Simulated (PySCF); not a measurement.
Isomers of C3H13GeNSi, one conformer each. Method used: core-valence-separated Tamm–Dancoff BHandHLYP/aug-pcX-1 (pcseg-1 on H, def2-SVPD on Si, def2-SVPD on Ge) in PySCF, non-relativistic, gas phase, PBE0-D3(BJ)/def2-SVP geometry. Absolute energies from this functional tend to lie a few eV below measured edges; no shift was applied.

P. `CC[CH2][GeH2][NH][SiH3]`
Q. `C[NH][GeH2][SiH2]CC`

Main lines, eV (oscillator strength):
1. C K: 285.2 (0.009), 285.5 (0.012), 285.7 (0.014), 285.9 (0.032), 286.0 (0.027); N K: 398.7 (0.004), 399.8 (0.029), 400.3 (0.028), 400.5 (0.011), 400.6 (0.015)
2. C K: 285.1 (0.009), 285.3 (0.007), 285.8 (0.033), 285.9 (0.012), 285.9 (0.029); N K: 398.8 (0.012), 399.7 (0.034), 400.6 (0.005), 400.8 (0.005), 401.0 (0.004)
Listed: the first five lines at most of each edge with a tenth or more of its strongest line's intensity; roots within 0.03 eV on the same or equivalent atoms are summed. Only the lowest roots were sought, and the top ones are left out.

Question: Which spectrum belongs to which isomer?

Answer: 1 = P, 2 = Q.
- P: first C line listed at 285.2 eV, hole on the methyl carbon; first N line listed at 398.7 eV, hole on the silicon-bound nitrogen.
- Q: first C line listed at 285.1 eV, hole on the sp3 carbon bound to silicon; first N line listed at 398.8 eV, hole on the nitrogen bonded to C, Ge and H.

Question: What are the ground-state energies of the isomers at BHandHLYP/aug-pcX-1 (pcseg-1 on H, def2-SVPD on Si, def2-SVPD on Ge), relative to the lowest?

Answer: P 0.0, Q 67.4 kJ/mol (electronic energies on these geometries, no dispersion or zero-point terms).
